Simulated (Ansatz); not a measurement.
Job for Ansatz (a first-principles code): R-wB97M-V/def2-TZVPP on hydrogen telluride (SMILES [TeH2]), atoms moved off the minimum. Elements past Kr take the def2 small-core potentials; no spin–orbit coupling.

Ansatz 0.2 input:
```yaml
crystal:
  periodic: [false, false, false]
  atoms:
    - {symbol: Te, position_ang: [-0.00526174, -0.05524121, 0.05252552]}
    - {symbol: H, position_ang: [-1.21283047, -1.20388244, 0.01690125]}
    - {symbol: H, position_ang: [1.18210824, -1.11583579, 0.01243463]}
basis:
  gaussian:
    orbitals: def2-TZVPP
hamiltonian:
  xc: {name: wB97M-V}
scf: {lower_state_search: off}
output: {forces: true}
```

The log:

```
WARN ansatz: RAYON_NUM_THREADS=1 ignored (pool sized by the plan → 1); use --threads N
Functional definition: wB97M-V
these checks for a lower state are left out or cut short: stability, starts, cluster_reference, orbital_swaps, neighbouring_geometries, increment
integrals: 0.02 GiB planned
529 factors; their error is unknown
integrals: 0.05 GiB planned
123 factors; integrals over basis functions are off by at most 4.0e-5 eV
mean field: 0.23 GiB planned
mean field evaluation 1: about -7324.2940 eV, gradient 5.8e0 eV
mean field evaluation 2: about -7324.4518 eV, gradient 3.3e0 eV
mean field evaluation 4: about -7324.4759 eV, gradient 1.9e-1 eV
mean field evaluation 8: about -7324.5212 eV, gradient 1.5e-2 eV
mean field evaluation 16: about -7324.5212 eV, gradient 4.9e-6 eV
mean field -7324.52122749 eV, -269.1711903713 hartree, gradient 4.9e-6 eV, S^2 0.000000; 0 other end points of the search recorded, 0 dependent functions left out
the calculation of the forces begins
reference -7324.52126314 eV, -269.1711916815 hartree; 13, 13 occupied and 65, 65 virtual orbitals, 529 factors
Total energy: -7324.52126314 eV, -269.1711916815 hartree
Atom 0 at    -0.005262    -0.055241     0.052526 Å, force    -1.066776     0.734642     0.028534 eV/Å
Atom 1 at    -1.212830    -1.203882     0.016901 Å, force     0.363902     0.121575     0.003033 eV/Å
Atom 2 at     1.182108    -1.115836     0.012435 Å, force     0.702874    -0.856217    -0.031566 eV/Å
Dipole moment:     0.012050    -0.052272    -0.001831 e Å
Checks for a lower state left out: stability, starts, cluster_reference, orbital_swaps, neighbouring_geometries, increment
```

The run converged.

Cost: around 1.9 core-seconds (rough).
